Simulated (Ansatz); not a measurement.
Program: Ansatz. Geometries: PBE0-D4/def2-TZVP. ΔE: electronic, gas phase. CCSD(T)/CBS adds triple-zeta CCSD(T) − MP2 to the extrapolated MP2 energy (def2 sets, frozen cores). DFT in def2-TZVPP. Each species was taken in one conformer, which may not be the lowest.

Consider the formal exchange of groups at the Si–O bond: `C=C[Si](O)(O)[SiH3]` + `NC1=NCC1` → `C=C[Si](N)(O)[SiH3]` + `OC1=NCC1`.

`C=C[Si](O)(O)[SiH3]`:

Cartesian coordinates in Å:
```
C -1.116 -1.152 -1.860
C -0.305 -0.174 -1.464
Si 0.510 -0.140 0.200
O 0.148 -1.608 0.861
O 2.136 0.108 0.065
Si -0.214 1.623 1.566
H -1.336 -1.997 -1.215
H -1.589 -1.151 -2.838
H -0.120 0.655 -2.146
H 0.419 -1.760 1.767
H 2.607 -0.444 -0.563
H 0.452 1.564 2.899
H 0.090 2.942 0.948
H -1.684 1.533 1.782
```

`NC1=NCC1`:

```xyz
11

N    -0.480    1.635   -0.878
C     0.051    0.549   -0.262
N     1.277    0.325    0.065
C     0.872   -0.949    0.707
C    -0.597   -0.673    0.305
H     0.178    2.261   -1.316
H    -1.354    1.519   -1.359
H     1.329   -1.829    0.247
H     1.061   -0.969    1.784
H    -1.037   -1.364   -0.417
H    -1.300   -0.504    1.123
```

`C=C[Si](N)(O)[SiH3]`:

Z-matrix (Å, degrees):
```
Si
C 1 1.860
O 1 1.656 2 109.6
N 1 1.711 2 105.7 3 -125.5
Si 1 2.341 2 113.3 3 115.3
C 2 1.331 1 122.7 3 -11.9
H 2 1.089 1 119.0 3 169.9
H 3 0.960 1 116.6 2 -67.6
H 4 1.006 1 122.3 2 27.9
H 4 1.006 1 123.0 2 -170.9
H 5 1.490 1 109.9 2 46.6
H 5 1.491 1 110.6 2 165.4
H 5 1.488 1 111.8 2 -73.8
H 6 1.087 2 121.3 1 0.5
H 6 1.087 2 122.5 1 -179.0
```

`OC1=NCC1`:

Z-matrix (Å, degrees):
```
C
C 1 1.548
C 1 1.948 2 48.7
N 1 1.491 2 89.7 3 -0.0
H 1 1.092 2 115.4 3 -115.2
H 1 1.092 2 115.4 3 115.2
H 2 1.091 1 116.5 3 113.9
H 2 1.091 1 116.5 3 -113.9
O 3 1.327 2 129.4 1 180.0
H 9 0.967 3 107.5 2 180.0
```

Question: Is it downhill or uphill in electronic energy at CCSD(T)/CBS, and by how much? (Estimate.)

Answer: The calculation gave: Uphill: ΔE = +51.6 kJ/mol.

Question: What do these levels give: r2SCAN-D4, ωB97X-V, MP2/def2-TZVPP, CCSD(T)/def2-TZVPP, HF/def2-QZVPP, CCSD/CBS(def2)? (An estimate is asked.)

Answer: Computed: r2SCAN-D4 52.1, ωB97X-V 49.9, MP2/def2-TZVPP 52.6, CCSD(T)/def2-TZVPP 50.1, HF/def2-QZVPP 54.6, CCSD/CBS(def2) 52.4 kJ/mol.

Largest T1 diagnostic among the species: 0.013.
